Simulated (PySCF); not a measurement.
**How methods differ on the ionisation energy of Ni²⁺**

Ni²⁺ [Ar] 3d8 (3F) → Ni³⁺ [Ar] 3d7 (4F), as a difference of total energies. Calculation: PySCF 2.14, in x2c-QZVPPall with one added diffuse shell each of s, p, d, f, g type (12s8p7d5f3g, 133 functions); scalar relativity by spin-free X2C-1e. Correlated levels: valence: [Ar] frozen; valence and next inner shell: [Ne] frozen. The calculations carry no spin-orbit coupling.

Task: Order these methods by the ionisation energy they give, lowest first.
A. B3LYP
B. MP2 (valence)
C. PBE0
D. SCS-MP2 (valence and next inner shell)

Result: B (34.960 eV), D (35.247 eV), C (35.328 eV), A (35.660 eV).

A first-order spin-orbit estimate (lowest level to lowest level, LS coupling) adds -0.013 eV.

For comparison: 35.187 ± 0.019 eV (measured; NIST Atomic Spectra Database, ionization energies).
